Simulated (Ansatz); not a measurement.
Wavefunction ladder for C3H7BO2 (`CB(C)OC=O`)

```xyz
13

C    -0.9877   -0.8139    1.3487
B    -0.1884   -0.0967    0.2149
C    -0.3347   -0.4660   -1.2945
O     0.6378    0.9438    0.6482
C     1.5942    1.5500   -0.0740
O     2.1924    1.0702   -0.9857
H    -2.0356   -0.4906    1.2983
H    -0.6198   -0.5998    2.3531
H    -1.0099   -1.8967    1.1931
H     0.4661   -1.1691   -1.5546
H    -1.2831   -0.9679   -1.4974
H    -0.2145    0.3791   -1.9751
H     1.7831    2.5577    0.3251
```

Charge 0, multiplicity 1. All single points use the PBE0-D4/def2-TZVP geometry. It is one conformer, not always the lowest. Frozen core, restricted reference, the Gaussian-basis code of Ansatz. CBS rows extrapolate triple and quadruple zeta; past MP2 they add the triple-zeta difference.

```
     basis     HF (Eh)  MP2 corr.  CCSD corr.       (T)  CCSD(T) total
  def2-SVP  -291.94255   -0.85680           ?  -0.02741              ?
def2-TZVPP  -292.28180   -1.06512    -1.10191         ?              ?
def2-QZVPP  -292.29530          ?           –         –              –
 CBS(def2)  -292.29716          ?    -1.23405     as TZ              ?
```

Question: Fill in the withheld values. (Best estimate.)

Answer: Computed: def2-SVP CCSD corr.: -0.90622; def2-SVP CCSD(T) total: -292.87618; def2-TZVPP (T): -0.04504; def2-TZVPP CCSD(T) total: -293.42875; def2-QZVPP MP2 corr.: -1.14103; CBS(def2) MP2 corr.: -1.19726; CBS(def2) CCSD(T) total: -293.57625.
